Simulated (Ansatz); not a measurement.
`[NH2][Sn]([F])([F])[F]` and `[F][Sn]([F])([F])[Br]` differ in one atom or group.

Ansatz, PBE0-D4/def2-TZVP geometries, multiplicity 1. Each molecule was computed in one conformer, which needn't be the lowest.

Elements past krypton have def2 core potentials. Scalar relativity is left out up to krypton.

```
                                          property  `[NH2][Sn]([F])([F])[F]`
                 HOMO energy (PBE/def2-TZVPP) / eV                     -7.57
               LUMO energy (B3LYP/def2-TZVPP) / eV                     -2.82
    size of the dipole moment (PBE/def2-TZVPP) / D                      3.67
             HOMO–LUMO gap (B3LYP/def2-TZVPP) / eV                      6.06
size of the dipole moment (ωB97M-V/def2-TZVPP) / D                      3.75
  size of the dipole moment (B3LYP/def2-TZVPP) / D                      3.79
```

Question: Give the same properties after the change, and the shifts. (Estimate.)

Answer: Ansatz gave: 
```
                                          property  `[F][Sn]([F])([F])[Br]`  shift
                 HOMO energy (PBE/def2-TZVPP) / eV                    -8.55  -0.98
               LUMO energy (B3LYP/def2-TZVPP) / eV                    -3.79  -0.97
    size of the dipole moment (PBE/def2-TZVPP) / D                     2.04  -1.63
             HOMO–LUMO gap (B3LYP/def2-TZVPP) / eV                     5.87  -0.19
size of the dipole moment (ωB97M-V/def2-TZVPP) / D                     2.15  -1.60
  size of the dipole moment (B3LYP/def2-TZVPP) / D                     2.20  -1.59
```

With PBE0 the HOMO falls by 0.81 eV and the LUMO falls by 1.01 eV, so the gap narrows by about 0.20 eV. PBE moves the HOMO by -0.98 eV and ωB97M-V by -0.67 eV. Dipoles are sizes alone; their direction can turn.

B3LYP here is the variant with VWN-RPA as its local correlation; programs differ in this.

Spin–orbit coupling is left out; it splits and shifts lone-pair levels of the heavy atoms by tenths of an eV.
